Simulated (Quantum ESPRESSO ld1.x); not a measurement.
Species: S. Configuration: [Ne] 3p4 4p2 (not the ground configuration).

Method: Dirac Kohn-Sham, PBE, spin-unpolarised, spherical densities, point nucleus; open shells fill j = l - 1/2 first; computed with ld1.x of Quantum ESPRESSO 7.5.

Energy parts (Ry):
total: -794.752
kinetic: 798.319
electron-nucleus: -1880.160
Hartree: 336.887
exchange-correlation: -49.799

Orbitals (lengths in bohr, moments of r in powers of bohr; <r^-3> diverges for s and p1/2; r(max) is where P^2 peaks):
orbital  occ.  eigenvalue (Ry)    <r^2>   r(max)  <r^-3>
1s1/2       2        -178.1350  0.01263  0.06329       -
2s1/2       2         -16.8327   0.2722   0.3882       -
2p1/2       2         -12.8391   0.2421   0.3245       -
2p3/2       4         -12.7460   0.2444   0.3263   80.80
3s1/2       0          -2.2082    2.842    1.364       -
3p1/2       2          -1.3724    3.627    1.486       -
3p3/2       2          -1.3639    3.651    1.491   7.507
3d3/2       0          -0.2900    9.086    1.883  0.3147
3d5/2       0          -0.2897    9.097    1.884  0.3136
4p1/2       2          -0.1595    38.49    5.123       -
4p3/2       0          -0.1587    38.67    5.136  0.6824

The highest occupied level is 4p1/2 at -2.171 eV. The configuration is held as typed, so some empty levels lie below it. Summed over all electrons, <r^2> = 93.57 bohr^2, which gives a Langevin (diamagnetic) susceptibility term of -74.1 x 10^-6 cm^3/mol.
